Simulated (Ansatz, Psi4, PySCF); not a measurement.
C₄H₁₂O₂Si, triplet, at the geometry of the source list (a higher spin typed on purpose: for a closed-shell molecule this is an excited state) (in this run its highest filled SCF level lies above zero, so its values depend strongly on the basis, on diffuse functions most of all). Base run: PySCF with WB97X/STO-3G.

Input for PySCF:
```python
from pyscf import gto, scf, dft

mol = gto.M(
    atom='''
C    -1.945900   -1.390600    0.636700
O    -0.618900   -0.959200    0.693000
Si    0.080700    0.344000   -0.016500
C    -0.678500    1.989300    0.540800
C     0.018300    0.160000   -1.915700
O     1.594900    0.391600    0.569000
C     2.542600   -0.636500    0.627600
H    -2.023200   -2.308000    1.221200
H    -2.250800   -1.594300   -0.392400
H    -2.616700   -0.638100    1.058700
H    -1.712600    2.065400    0.218300
H    -0.144400    2.839100    0.131100
H    -0.661300    2.081300    1.622200
H     0.475800   -0.773200   -2.237400
H     0.546300    0.968500   -2.411900
H    -1.002200    0.164500   -2.289700
H     3.470000   -0.211400    1.015200
H     2.199900   -1.432500    1.292800
H     2.726100   -1.059900   -0.363000
''',
    basis='sto-3g',
    charge=0,
    spin=2,
    verbose=4,
)

mf = dft.UKS(mol)
mf.xc = 'wb97x'
mf.kernel()
```

The same geometry, method and basis name were run in Ansatz (a quantum-chemistry and plane-wave program) and Psi4 and PySCF, at each program's defaults and at the settings that a row names. The base is PySCF at its defaults. Differences at the defaults can come from grids, fitting, cores and function types together. The rows with settings made alike still differ; the cause (another SCF solution, basis table, core potential or functional code) wasn't traced.

```
code and settings                                                                             ΔE vs base (mEh)  basis functions      E (Eh)  SCF cycles  dipole (D)
--------------------------------------------------------------------------------------------  ----------------  ---------------  ----------  ----------  ----------
PySCF, defaults (exact integrals, its default grid, spherical functions)                                 0.000               51  -591.91365          27        0.86
Psi4, defaults (density fitting with its default set, its default grid, spherical functions)            -2.522               51  -591.91617          21        0.86
Ansatz, defaults (factorised integrals, its default grid, spherical functions)                         -23.071               51  -591.93672           -           -
PySCF, density fitting with def2-universal-jkfit                                                        -2.509               51  -591.91616          27        0.86
PySCF, fine grid                                                                                         0.006               51  -591.91364          26        0.86
Psi4, exact integrals, spherical functions, fine grid                                                    0.003               51  -591.91364          29        0.86
Ansatz, high accuracy                                                                                  -23.074               51  -591.93672           -           -
```

Open shells are given as the SCF converged; they aren't shown to be the lowest states, and a large step between rows can be another state.
